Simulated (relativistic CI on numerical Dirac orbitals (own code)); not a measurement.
**Transition arrays of Zn⁶⁺**

Computed by Dirac-Coulomb-Breit CI, orbitals from a KLI potential per configuration, model QED (radiative potential, 1s self-energy scaled to tabulated hydrogen-like ionisation energies), valence Slater integrals scaled by 0.9, whole transition arrays (own radial code, finite nucleus).

Configurations in the expansion (outside the closed core [Ne] 3s2): 3p⁶3d⁶, 3p⁶3d⁵4f, 3p⁵3d⁷, 3p⁶3d⁵4p, 3p⁶3d⁵5f. Levels of other configurations are missing.

All E1 lines from the levels of 3p⁶3d⁶; mean and standard deviation are weighted by gf, and upper levels are sorted by their leading configuration.

| Upper configuration | Lines | Σgf | Mean (eV) | Mean (nm) | σ (eV) | Strongest line (nm) |
| --- | --- | --- | --- | --- | --- | --- |
| 3p⁶3d⁵4f | 5799 | 424.5 | 97.28 | 12.746 | 3.11 | 12.381 |
| 3p⁵3d⁷ | 1389 | 92.7 | 85.33 | 14.530 | 6.34 | 12.444 |
| 3p⁶3d⁵4p | 3245 | 97.3 | 61.65 | 20.112 | 2.70 | 19.912 |
| 3p⁶3d⁵5f | 5470 | 265.3 | 111.41 | 11.128 | 3.43 | 11.047 |

Σgf per state of the lower configuration in bins of 0.5 nm over the central range (centre: value): 10.75: 0.44, 11.25: 0.62, 11.75: 0.20, 12.25: 0.49, 12.75: 1.07, 13.25: 0.40, 13.75: 0.10, 14.25: 0.13, 14.75: 0.13, 15.25: 0.07, 15.75: 0.03, 16.25: 0.02, 16.75: 0.01, 18.25: 0.02, 18.75: 0.02, 19.25: 0.04, 19.75: 0.14, 20.25: 0.10, 20.75: 0.07.

(1) How do configuration mixing and the scaling of the Slater integrals move the arrays?

## Answers

(1) Slater scale 0.9, no configuration mixing: 3p⁶3d⁵4f 96.6 ± 3.0 eV (Σgf 283.9), 3p⁵3d⁷ 90.1 ± 6.6 eV (Σgf 324.8), 3p⁶3d⁵4p 61.5 ± 2.7 eV (Σgf 88.3), 3p⁶3d⁵5f 111.7 ± 3.2 eV (Σgf 158.5); Slater scale 1: 3p⁶3d⁵4f 97.7 ± 3.5 eV (Σgf 406.0), 3p⁵3d⁷ 86.6 ± 7.8 eV (Σgf 91.7), 3p⁶3d⁵4p 61.8 ± 3.1 eV (Σgf 98.2), 3p⁶3d⁵5f 111.2 ± 4.1 eV (Σgf 289.3); Slater scale 0.8: 3p⁶3d⁵4f 96.8 ± 2.8 eV (Σgf 420.8), 3p⁵3d⁷ 85.5 ± 5.7 eV (Σgf 108.3), 3p⁶3d⁵4p 61.5 ± 2.4 eV (Σgf 96.3), 3p⁶3d⁵5f 111.4 ± 3.1 eV (Σgf 248.9). With mixing, levels are counted to their leading configuration, so an array can shrink or vanish into another, and the sums then hold other lines.
